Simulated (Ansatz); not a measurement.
The cluster As6P2, relaxed as a triplet with UKS PBE-D4/def2-SVP in Ansatz, starting from the PBE-D4/def2-SVP geometry of the neutral singlet. Force threshold 0.03 eV/Å.

The relaxation made no stability test and no search for a lower SCF solution. At PBE-D4/def2-SVP a singlet of charge 0 lies 0.56 eV below the triplet, each at its own geometry. The structure comes from a short search, and lower isomers may exist.

Start:

```tsv
atom	x (Å)	y (Å)	z (Å)
P1	-1.3115	-1.3817	-0.1097
P2	1.8177	-0.3044	-1.0314
As3	-0.7083	1.7636	1.8989
As4	0.2746	1.3267	-1.6923
As5	-1.7015	0.9361	-0.1753
As6	-0.0910	-1.0863	-2.2380
As7	0.8502	-1.5022	0.8190
As8	0.8697	0.2483	2.5288
```

Problem. Estimate the energy that the relaxation releases and the steps that it takes.

Solution. 0.98 eV, in 14 steps; 1.8 min on 4 threads of Arm Neoverse V1 on a shared host. No frequencies were taken in this run, so the end may be a saddle point.

Problem. Does the start keep its bonding?

Solution. Bonds lost: As4–As6 (atoms count from 1). Bonds formed: As3–As4 (atoms count from 1).

Problem. Predict the relaxed structure.

Solution. 
Cartesian coordinates in Å:
```
P -1.279 -1.504 -0.144
P 1.636 -0.222 -1.089
As -0.396 1.925 1.398
As 0.326 1.771 -0.972
As -1.864 0.806 -0.261
As -0.104 -1.403 -2.219
As 0.910 -1.514 0.756
As 0.771 0.141 2.530
```
Bond lengths: 6 × As–P 2.37 to 2.39 Å; 5 × As–As 2.41 to 2.50 Å.
